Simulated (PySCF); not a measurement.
**[CeI2]2+ at several levels of theory**

Computed with PySCF 2.14.0 (density fitting, no spin-orbit coupling) at the geometry relaxed with PBE0:

```xyz
3
[CeI2]2+ (singlet)
Ce    0.0000    0.0000   -1.1166
I     2.0836    0.0000    0.5975
I    -2.0836    0.0000    0.5975
```

```tsv
level	basis	state	HOMO (eV)	gap (eV)	charge on Ce1 (e)	population of f-type functions on Ce1 (polarisation alone where 4f lies in the core)	dipole about the centre of mass (D)	largest force component (eV/Å)
PBE0	Ce lcecp-2-SVP with ECP46, I def2-SVP with ECP28	singlet	–	–	1.45	0.05	7.03	0.02
BLYP	the same	singlet	–	–	1.29	0.04	6.35	1.08
PBE0	Ce lcecp-2-TZVP with ECP46, I def2-TZVP with ECP28	singlet	–	–	1.61	0.06	6.92	0.02
```

In the lcecp rows the 4f levels are missing from HOMO and gap, and the state counts the valence alone.

Charges are Mulliken's, which hang on the basis. The relaxation used the grid (50, 194), these runs (75, 302) or, all-electron (x2c bases, spin-free X2C Hamiltonian), (99, 590).

Problem. What does PBE with Ce lcecp-2-SVP with ECP46, I def2-SVP with ECP28 give here?

Solution. state singlet, charge on Ce1 (e) 1.32, population of f-type functions on Ce1 (polarisation alone where 4f lies in the core) 0.05, dipole about the centre of mass (D) 6.35, largest force component (eV/Å) 0.53. Time: 5.4 s on 2 threads of Arm Neoverse V1, on a shared host, from an already converged density.
